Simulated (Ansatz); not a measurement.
System: 1,1,1,2-tetrafluoroethane, C$_{2}$H$_{2}$F$_{4}$, charge 0, multiplicity 1. 
Geometry from a B3LYP-D3(BJ)/def2-TZVP (Ansatz, a first-principles code) optimisation:
```xyz
8

F     -1.6811    -0.9996     0.1245
C     -1.1517     0.2566    -0.0625
C      0.3646     0.1829    -0.0217
F      0.8538    -0.6115    -0.9848
F      0.8125    -0.2755     1.1561
F      0.8677     1.4206    -0.2063
H     -1.4937     0.9174     0.7350
H     -1.4596     0.6393    -1.0362
```

Dipole moments at this geometry, in debye (magnitudes).

```tsv
level	program	dipole (D)
SVWN5/def2-TZVPD	Ansatz	1.97
PBE/def2-TZVPD	Ansatz	1.91
revPBE/def2-TZVPD	Ansatz	1.89
r2SCAN/def2-TZVPD	Ansatz	1.97
B97M-V/def2-TZVPD	Ansatz	1.95
B3LYP/def2-TZVPD	Ansatz	2.05
PBE0/def2-TZVPD	Ansatz	2.04
BHLYP/def2-TZVPD	Ansatz	2.19
r2SCANh/def2-TZVPD	Ansatz	2.02
r2SCAN0/def2-TZVPD	Ansatz	2.08
HSE06/def2-TZVPD	Ansatz	2.03
wB97M-V/def2-TZVPD	Ansatz	[?]
wB97X-V/def2-TZVPD	Ansatz	2.07
CCSD(T)/aug-cc-pVDZ	Ansatz	[?]
```

### Question
Some entries are withheld; supply them.

### Answer

- wB97M-V/def2-TZVPD, dipole (D): 2.05
- CCSD(T)/aug-cc-pVDZ, dipole (D): 2.05
